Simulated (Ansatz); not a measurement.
Stepwise substitution at one centre (In H-Cl). All species are isolated molecules in the gas phase. Strings in code marks are SMILES.

Quantity: redistribution energy (mixed species minus the weighted end members), in kcal/mol.

Case: 1 of 3 H replaced by Cl: `[Cl][InH2]`. The other species in the difference include `[InH3]` (neutral, multiplicity 1). Geometry of `[InH2][Cl]` (neutral, multiplicity 1, Å):

```xyz
4

Cl     2.0863    -0.1655     0.0519
In    -0.2706     0.0215    -0.0067
H     -0.7818     1.6596    -0.0276
H     -1.0339    -1.5156    -0.0175
```

Question: Estimate the redistribution energy (mixed species minus the weighted end members) that frozen-core CCSD(T)/def2-TZVPP // PBE-D3(BJ)/def2-TZVP (Ansatz, an electronic-structure program) returns for this input.

Answer: -4.11 kcal/mol.
